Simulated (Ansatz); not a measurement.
C2H9GaO2Si, singlet, geometry from GFN2-xTB (such geometries of metal compounds can be far from the true shape), with bond 11-8 at 2.4 times its length; SC-NEVPT2/STO-3G, CASSCF(2,3) run with Ansatz (a program for electronic structure).

Input for Ansatz:
Ansatz 0.2 input:
```yaml
crystal:
  periodic: [false, false, false]
  atoms:
    - {symbol: Ga, position_ang: [0.00680172, -0.00827888, -0.00064364]}
    - {symbol: O, position_ang: [-1.51246332, -0.76093652, 0.44464050]}
    - {symbol: C, position_ang: [-2.61614763, -1.63142244, 0.53779687]}
    - {symbol: H, position_ang: [-3.53061118, -1.08664421, 0.28627019]}
    - {symbol: H, position_ang: [-2.51358411, -2.48061504, -0.14282655]}
    - {symbol: H, position_ang: [-2.69712864, -2.00793333, 1.56151612]}
    - {symbol: O, position_ang: [1.25611297, -0.43969237, -1.15032203]}
    - {symbol: C, position_ang: [2.02884653, -1.08667211, -2.13479862]}
    - {symbol: H, position_ang: [2.16740755, -0.41532714, -2.98705524]}
    - {symbol: H, position_ang: [3.00839896, -1.34067549, -1.71984630]}
    - {symbol: H, position_ang: [0.86820723, -3.28592903, -2.97060702]}
    - {symbol: Si, position_ang: [0.41821567, 2.01285174, 1.17481192]}
    - {symbol: H, position_ang: [-0.05082981, 1.89087120, 2.56162180]}
    - {symbol: H, position_ang: [-0.27935497, 3.13746481, 0.53332774]}
    - {symbol: H, position_ang: [1.85919246, 2.29620783, 1.19009281]}
basis:
  gaussian:
    orbitals: STO-3G
magnetization: {spin_polarized: false}
correlation: {method: sc_nevpt2, electrons: all, active_space: {window: {electrons: 2, orbitals: 3}}}
```

It wrote (shortened):

```
Functional definition: HF
687 factors; integrals over basis functions are off by at most 4.1e-5 eV
mean field evaluation 1: about -65678.4270 eV, gradient 3.5e1 eV
mean field evaluation 2: about -65678.6397 eV, gradient 3.5e1 eV
mean field evaluation 4: about -65685.1612 eV, gradient 9.9e0 eV
mean field evaluation 8: about -65685.6970 eV, gradient 1.6e-1 eV
mean field evaluation 16: about -65680.8618 eV, gradient 1.3e1 eV
mean field -65685.69104330 eV, -2413.9046224808 hartree, gradient 9.4e-6 eV, S^2 0.000000; 2 other end points of the search recorded, 0 dependent functions left out; unrestricted orbitals would lower it
reference -65685.69104330 eV, -2413.9046224808 hartree; 41, 41 occupied and 15, 15 virtual orbitals, 687 factors
state -65690.28799825 eV, -2414.0735574594 hartree
state -65690.28799825 eV, -2414.0735574594 hartree; corrected -65697.56740350 eV, -2414.3410706679 hartree
WARN: 1 active orbitals are nearly empty or full. The corrections depend on them more than the energy does, and are more stable in an active space without them
Total energy: -65697.56740350 eV, -2414.3410706679 hartree
```
